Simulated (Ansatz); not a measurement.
Coupled-cluster run, FH4NbO4, SMILES `[OH][Nb]([OH])([OH])([OH])[F]`.

```yaml
crystal:
  periodic: [false, false, false]
  atoms:
    - {symbol: O, position_ang: [-1.305855, -0.576848, -1.380422]}
    - {symbol: Nb, position_ang: [-0.232948, 0.212243, -0.043516]}
    - {symbol: O, position_ang: [0.725020, -1.380409, 0.348119]}
    - {symbol: O, position_ang: [-1.040840, 0.329201, 1.658006]}
    - {symbol: O, position_ang: [1.544085, 0.874430, -0.395678]}
    - {symbol: F, position_ang: [-0.743288, 1.967653, -0.521898]}
    - {symbol: H, position_ang: [-1.230678, -1.467711, -1.726686]}
    - {symbol: H, position_ang: [1.663839, -1.569171, 0.323745]}
    - {symbol: H, position_ang: [-0.871378, -0.235966, 2.413698]}
    - {symbol: H, position_ang: [1.575142, 1.795275, -0.672568]}
basis:
  gaussian: {orbitals: def2-TZVPP}
correlation: {method: ccsd_t}
output: {orbitals: {seedname: orbitals}}
```

```sh
$ ansatz run in.yaml --threads 4 --pin off --events-out ev --progress --plain --max-ram 11315MiB
```

Output of Ansatz, abridged:

```
Functional definition: HF
1728 factors; integrals over basis functions are off by at most 8.4e-4 eV
mean field evaluation 1: about -12451.7554 eV, gradient 8.4e1 eV
mean field evaluation 2: about -12452.0073 eV, gradient 8.4e1 eV
mean field evaluation 4: about -12463.2781 eV, gradient 6.1e0 eV
mean field evaluation 8: about -12463.4128 eV, gradient 3.9e-1 eV
mean field evaluation 16: about -12463.4135 eV, gradient 1.5e-6 eV
mean field -12463.41353117 eV, -458.0219992654 hartree, gradient 1.5e-6 eV, S^2 0.000000; 0 other end points of the search recorded, 0 dependent functions left out
5 core orbitals not correlated: weight in the atoms' cores, before any rotation towards them, 1.000 or more for the frozen orbitals, at most 0.000 for the correlated occupied ones
reference -12463.41353117 eV, -458.0219992654 hartree; 24, 24 occupied and 238, 238 virtual orbitals, 1728 factors
second order -46.03225337 eV of doubles, -0.00000000 eV of singles
cycle   1  -43.83819666 eV  change     2.2e0 eV  update   2.3e-1
cycle   2  -45.15487666 eV  change    -1.3e0 eV  update   1.2e-1
cycle   3  -45.49370417 eV  change   -3.4e-1 eV  update   4.1e-2
cycle   4  -45.48482619 eV  change    8.9e-3 eV  update   1.5e-2
cycle   5  -45.46357176 eV  change    2.1e-2 eV  update   5.4e-3
cycle   6  -45.46295606 eV  change    6.2e-4 eV  update   2.3e-3
cycle   7  -45.46484941 eV  change   -1.9e-3 eV  update   1.1e-3
cycle   8  -45.46422360 eV  change    6.3e-4 eV  update   4.0e-4
cycle   9  -45.46422462 eV  change   -1.0e-6 eV  update   1.6e-4
cycle  10  -45.46454136 eV  change   -3.2e-4 eV  update   7.1e-5
cycle  11  -45.46436135 eV  change    1.8e-4 eV  update   3.5e-5
cycle  12  -45.46432908 eV  change    3.2e-5 eV  update   1.6e-5
perturbative correction -1.99371912 eV, -0.0732678262 hartree
Total energy: -12510.87157937 eV, -459.7660503684 hartree
```

Run time 12 min (4 threads of an Arm Neoverse V2 on a shared host); peak host memory 8.2 GiB.

Correlation energy per correlated electron: -0.989 eV. T1 diagnostic: 0.0204.
